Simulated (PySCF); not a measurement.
**Dipole moment and polarisability of `Cn1ncc(Cl)n1`**

Compound: C₃H₄ClN₃.
Geometry (GFN2-xTB, Å), atoms numbered from 1 in this order:
```
atom  x, y, z in Å
C1    -1.844    0.130   -0.054
N2    -0.420   -0.001   -0.021
N3     0.180   -1.080    0.410
C4     1.475   -0.820    0.321
C5     1.601    0.481   -0.187
Cl6    3.010    1.362   -0.521
N7     0.382    0.969   -0.391
H8    -2.113    0.802   -0.866
H9    -2.280   -0.855   -0.208
H10   -2.210    0.542    0.889
H11    2.225   -1.527    0.601
```

Level: PBE0/def2-SVPD (PySCF), static field, nuclei fixed, core orbitals frozen in the response. The polarisability tensor in these axes (au):

```
x   92.41  6.55 -2.87
y    6.55 65.19 -7.39
z   -2.87 -7.39 48.94
```

Q: What are the eigenvalues, a third of the trace, and Δα (Δα² = ½Σ(αi − αj)² over the three pairs)?

A: Principal values 46.08, 66.11 and 94.35 au; mean 68.85 au = 10.20 Å³ = 11.35 × 10⁻⁴⁰ C²·m²/J; Δα = 42.00 au (61 % of the mean).

Q: What is the dipole moment, and where does it point?

A: (-1.74, -0.67, 0.25) D, 1.89 D in size, pointing from the negative to the positive side. Measured along this direction, the outermost atoms are Cl6 at the negative end and H9 at the positive end.

Q: Orientational against electronic polarisability at 500 K (dilute gas, rigid molecules)?

A: In Gaussian units μ²/3kT = 17.18 Å³ against 10.20 Å³, a ratio of 1.68; the Debye molar polarisation (4π/3)N_A(α + μ²/3kT) is 69.1 cm³/mol, leaving out the vibrational part.

Q: In TDDFT the mean static polarisability is Σ f/ω² over all singlet excitations (ω in hartree). How much of it do the 8 lowest give? Their energies (eV) and oscillator strengths: 6.16, 0.1648; 6.36, 0.0004; 6.97, 0.0010; 7.17, 0.0107; 7.23, 0.0051; 7.26, 0.0234; 7.73, 0.0056; 7.77, 0.2812.

A: They add up to 7.31 au, 10.6 % of the 68.85 au; the largest single term is 3.45 au, from the state at 7.77 eV. Terms in order: 3.21, 0.01, 0.01, 0.15, 0.07, 0.33, 0.07, 3.45 au. Higher excitations give the rest. The strengths listed sum to 0.492.

Q: Directions of the eigenvectors, and the extent of the frame along each?

A: Largest value along (0.97, 0.24, -0.10), where the nuclei span 5.67 Å; middle along (-0.26, 0.90, -0.34), 3.74 Å; least along (0.01, 0.36, 0.93), 1.54 Å. The response follows the extents in order.

Q: Molar refractivity from α?

A: Lorentz–Lorenz: R = (4π/3)N_A α = 2.5225 cm³/(mol·Å³) × 10.20 Å³ = 25.7 cm³/mol, in the limit of long wavelengths.

Q: Traceless (Buckingham) quadrupole moment about the centre of nuclear charge: eigenvalues?

A: -8.35, -2.94, 11.29 D·Å. The values depend on the origin, since the dipole doesn't vanish. The electronic extent ⟨r²⟩ about the same centre is 930 bohr², a root-mean-square distance of 2.08 Å for the 60 electrons.

Geometry: GFN2-xTB; no solvent, vibrations or thermal averaging. GFN2-xTB frequencies show an imaginary mode (35i cm⁻¹), so this geometry is no minimum at that level.
